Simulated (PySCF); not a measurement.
# Computed records: BH3NO

All values are calculated (PySCF 2.14.0). Calculation on a computer-drawn molecule: vertical ionisation energy to the stated ion spin, frozen-core CCSD(T) at the basis limit and cheaper methods, single-reference cases, UHF for radicals, no spin-orbit; all values are single points at the evaluated structure, the first of each entry, which is the reference or a displaced copy of it and isn't optimised; the reference structure only sets the zero of the energies above reference; triples share is (T) over the correlation energy.

Common to all runs: charge 1; multiplicity 1; ion multiplicity 2; diffuse functions no; basis cc-pVnZ; reference is the Hartree-Fock double-zeta minimum; best is HF at quadruple zeta + MP2 correlation extrapolated from triple and quadruple zeta + CCSD(T) minus MP2 at triple zeta; basis step is the size of the change from the same recipe one zeta lower.

(1) BH3NO

Evaluated structure:
```xyz
6
BH3NO
N      0.2530    -0.5721     1.5894
B     -0.8782    -0.5898     1.0484
O     -1.9134    -0.4832     0.2696
H      0.6216    -1.4123     1.8472
H      0.5411     0.0688     2.1304
H     -2.8232    -0.5663     0.4555
```

Reference structure:
```xyz
6
BH3NO
N      0.2221    -0.5950     1.7700
B     -0.8870    -0.5336     1.0461
O     -1.8982    -0.4616     0.3025
H      0.7377    -1.4509     1.8994
H      0.6243     0.2150     2.2142
H     -2.8101    -0.5731     0.5663
```

- ionisation energy best: 19.68 eV
- ionisation energy basis step: 0.04535 eV
- energy above reference best: 22.06 kcal/mol
- energy above reference basis step: 0.2522 kcal/mol
- ionisation energy Koopmans at triple zeta: 20.34 eV
- ionisation energy EOM CCSD at triple zeta: 19.61 eV
- total energy HF triple zeta: -155.5936 hartree
- total energy CCSD(T) triple zeta: -156.1413 hartree
- total energy best: -156.2203 hartree
- T1 diagnostic at triple zeta: 0.01341
- D1 diagnostic at triple zeta: 0.03796
- ion T1 diagnostic at triple zeta: 0.03291
- ion D1 diagnostic at triple zeta: 0.162
- ion spin squared at triple zeta: 0.7591
- triples share at triple zeta: 0.03522
- basis functions triple zeta: 132

Drawn bonds:
```csv
atom,other atom,order
1,2,1
2,3,1
1,4,1
1,5,1
3,6,1
```

Triple zeta:
```csv
method,ionisation energy (eV),energy above reference (kcal/mol)
HF,18.35,20.51
PBE,19.29,23.86
r2SCAN,19.3,22.05
B3LYP,19.5,22.42
wB97X,19.58,22.32
MP2,19.68,22.38
CCSD,19.52,22.3
CCSD(T),19.53,22.63
```

(2) BH3NO

Evaluated structure:
```xyz
6
BH3NO
N      0.2185    -0.5917     1.7696
B     -0.8830    -0.5311     1.0481
O     -1.9029    -0.4580     0.2985
H      0.7398    -1.4464     1.9008
H      0.6272     0.2165     2.2152
H     -2.8708    -0.5803     0.5918
```

Reference structure:
```xyz
6
BH3NO
N      0.2221    -0.5950     1.7700
B     -0.8870    -0.5336     1.0461
O     -1.8982    -0.4616     0.3025
H      0.7377    -1.4509     1.8994
H      0.6243     0.2150     2.2142
H     -2.8101    -0.5731     0.5663
```

- ionisation energy best: 18.81 eV
- ionisation energy basis step: 0.04462 eV
- energy above reference best: 1.376 kcal/mol
- energy above reference basis step: 0.2113 kcal/mol
- ionisation energy Koopmans at triple zeta: 19.46 eV
- ionisation energy EOM CCSD at triple zeta: 18.73 eV
- total energy HF triple zeta: -155.6219 hartree
- total energy CCSD(T) triple zeta: -156.1754 hartree
- total energy best: -156.2533 hartree
- T1 diagnostic at triple zeta: 0.01357
- D1 diagnostic at triple zeta: 0.03686
- ion T1 diagnostic at triple zeta: 0.02456
- ion D1 diagnostic at triple zeta: 0.1094
- ion spin squared at triple zeta: 0.7588
- triples share at triple zeta: 0.03643
- basis functions triple zeta: 132

Drawn bonds:
```csv
atom,other atom,order
1,2,1
2,3,1
1,4,1
1,5,1
3,6,1
```

Triple zeta:
```csv
method,ionisation energy (eV),energy above reference (kcal/mol)
HF,17.35,2.745
PBE,18.57,0.459
r2SCAN,18.51,1.107
B3LYP,18.7,1.044
wB97X,18.71,1.355
MP2,18.77,1.121
CCSD,18.61,1.417
CCSD(T),18.66,1.203
```

(3) BH3NO

Evaluated structure:
```xyz
6
BH3NO
N      0.2071    -0.6154     1.7338
B     -0.8640    -0.4966     1.0322
O     -1.9366    -0.3972     0.3726
H      0.6849    -1.4060     1.9089
H      0.6419     0.1922     2.3126
H     -2.8000    -0.5969     0.5461
```

Reference structure:
```xyz
6
BH3NO
N      0.2221    -0.5950     1.7700
B     -0.8870    -0.5336     1.0461
O     -1.8982    -0.4616     0.3025
H      0.7377    -1.4509     1.8994
H      0.6243     0.2150     2.2142
H     -2.8101    -0.5731     0.5663
```

* total energy CCSD(T) triple zeta: withheld
* energy above reference best: withheld

Drawn bonds:
```csv
atom,other atom,order
1,2,1
2,3,1
1,4,1
1,5,1
3,6,1
```

(4) BH3NO

Evaluated structure:
```xyz
6
BH3NO
N      0.2071    -0.6154     1.7338
B     -0.8640    -0.4966     1.0322
O     -1.9366    -0.3972     0.3726
H      0.6849    -1.4060     1.9089
H      0.6419     0.1922     2.3126
H     -2.6757    -0.5682     0.5211
```

Reference structure:
```xyz
6
BH3NO
N      0.2221    -0.5950     1.7700
B     -0.8870    -0.5336     1.0461
O     -1.8982    -0.4616     0.3025
H      0.7377    -1.4509     1.8994
H      0.6243     0.2150     2.2142
H     -2.8101    -0.5731     0.5663
```

- ion T1 diagnostic at triple zeta: withheld
- energy above reference basis step: withheld

Drawn bonds:
```csv
atom,other atom,order
1,2,1
2,3,1
1,4,1
1,5,1
3,6,1
```

(5) BH3NO

Evaluated structure:
```xyz
6
BH3NO
N      0.2071    -0.6154     1.7338
B     -0.8640    -0.4966     1.0322
O     -1.9366    -0.3972     0.3726
H      0.6849    -1.4060     1.9089
H      0.6419     0.1922     2.3126
H     -2.6805    -0.5693     0.5221
```

Reference structure:
```xyz
6
BH3NO
N      0.2221    -0.5950     1.7700
B     -0.8870    -0.5336     1.0461
O     -1.8982    -0.4616     0.3025
H      0.7377    -1.4509     1.8994
H      0.6243     0.2150     2.2142
H     -2.8101    -0.5731     0.5663
```

* D1 diagnostic at triple zeta: withheld
* total energy CCSD(T) triple zeta: withheld
* ion D1 diagnostic at triple zeta: withheld

Drawn bonds:
```csv
atom,other atom,order
1,2,1
2,3,1
1,4,1
1,5,1
3,6,1
```

## Withheld values
1. What total energy CCSD(T) triple zeta does the calculation give for BH3NO (entry 3)?
2. BH3NO (entry 3): energy above reference best?
3. Give the missing ion T1 diagnostic at triple zeta for BH3NO (entry 4).
4. BH3NO (entry 4): energy above reference basis step?
5. What D1 diagnostic at triple zeta does the calculation give for BH3NO (entry 5)?
6. What total energy CCSD(T) triple zeta does the calculation give for BH3NO (entry 5)?
7. BH3NO (entry 5): ion D1 diagnostic at triple zeta?
8. Give the table of triple zeta values for BH3NO (entry 5).

Calculated values
1. -156.1600 hartree
2. 10.43 kcal/mol
3. 0.0254
4. 0.9816 kcal/mol
5. 0.03414
6. -156.1118 hartree
7. 0.1184
8. 
Triple zeta:
```csv
method,ionisation energy (eV),energy above reference (kcal/mol)
HF,17.75,37.12
PBE,18.88,42.47
r2SCAN,18.83,40.46
B3LYP,19.04,40.56
wB97X,19.06,40.31
MP2,19.15,41.33
CCSD,18.98,40.57
CCSD(T),19.02,41.16
```

Further results for BH3NO (entry 3):

- ionisation energy best: 19.01 eV
- ionisation energy basis step: 0.04595 eV
- energy above reference basis step: 0.4063 kcal/mol
- ionisation energy Koopmans at triple zeta: 19.68 eV
- ionisation energy EOM CCSD at triple zeta: 18.92 eV
- total energy HF triple zeta: -155.6114 hartree
- total energy best: -156.2389 hartree
- T1 diagnostic at triple zeta: 0.0128
- D1 diagnostic at triple zeta: 0.03506
- ion T1 diagnostic at triple zeta: 0.02674
- ion D1 diagnostic at triple zeta: 0.1259
- ion spin squared at triple zeta: 0.7599
- triples share at triple zeta: 0.03538
- basis functions triple zeta: 132

Triple zeta:
```csv
method,ionisation energy (eV),energy above reference (kcal/mol)
HF,17.61,9.333
PBE,18.71,11
r2SCAN,18.67,10.29
B3LYP,18.87,10.23
wB97X,18.9,10.27
MP2,18.99,10.9
CCSD,18.82,10.65
CCSD(T),18.86,10.91
```

Further results for BH3NO (entry 4):

- ionisation energy best: 19.18 eV
- ionisation energy basis step: 0.04637 eV
- energy above reference best: 42.34 kcal/mol
- ionisation energy Koopmans at triple zeta: 19.82 eV
- ionisation energy EOM CCSD at triple zeta: 19.08 eV
- total energy HF triple zeta: -155.5637 hartree
- total energy CCSD(T) triple zeta: -156.1082 hartree
- total energy best: -156.1880 hartree
- T1 diagnostic at triple zeta: 0.01255
- D1 diagnostic at triple zeta: 0.03411
- ion D1 diagnostic at triple zeta: 0.1181
- ion spin squared at triple zeta: 0.7594
- triples share at triple zeta: 0.03466
- basis functions triple zeta: 132

Triple zeta:
```csv
method,ionisation energy (eV),energy above reference (kcal/mol)
HF,17.76,39.28
PBE,18.88,44.77
r2SCAN,18.84,42.71
B3LYP,19.05,42.82
wB97X,19.06,42.56
MP2,19.16,43.59
CCSD,18.99,42.82
CCSD(T),19.02,43.42
```

Further results for BH3NO (entry 5):

* ionisation energy best: 19.17 eV
* ionisation energy basis step: 0.04635 eV
* energy above reference best: 40.11 kcal/mol
* energy above reference basis step: 0.9552 kcal/mol
* ionisation energy Koopmans at triple zeta: 19.81 eV
* ionisation energy EOM CCSD at triple zeta: 19.08 eV
* total energy HF triple zeta: -155.5671 hartree
* total energy best: -156.1916 hartree
* T1 diagnostic at triple zeta: 0.01256
* ion T1 diagnostic at triple zeta: 0.02544
* ion spin squared at triple zeta: 0.7594
* triples share at triple zeta: 0.03469
* basis functions triple zeta: 132
